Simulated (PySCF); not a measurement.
**Excitation energy of O⁺ by level of theory**

O⁺ [He] 2s2 2p3 (4S) → O⁺ [He] 2s2 2p2 3s1 (4P), as a difference of total energies. Computed with PySCF 2.14 in aug-cc-pwCVDZ, with no relativity, point nucleus. Correlated levels: valence: 1s2 frozen; valence and next inner shell: nothing frozen. The calculations carry no spin-orbit coupling.

```tsv
method	excitation energy (eV)
UHF	22.760
LDA	23.231
PBE0	23.045
r2SCAN	23.398
M06-L	23.799
BP86	22.930
PBEsol	23.034
MP2 (valence)	22.966
SCS-MP2 (valence)	22.798
MP2 (valence and next inner shell)	22.982
SCS-MP2 (valence and next inner shell)	22.806
```

Q: Estimate what PBE gives.

A: 22.936 eV, closest to BP86 among the rows shown.

Q: Estimate what r2SCANh gives.

A: 23.378 eV, closest to r2SCAN among the rows shown.

Errors of the correlated levels include the incompleteness of this basis and the frozen core.

For comparison: 22.987 eV (measured; NIST levels, between the centres of gravity of the two terms).
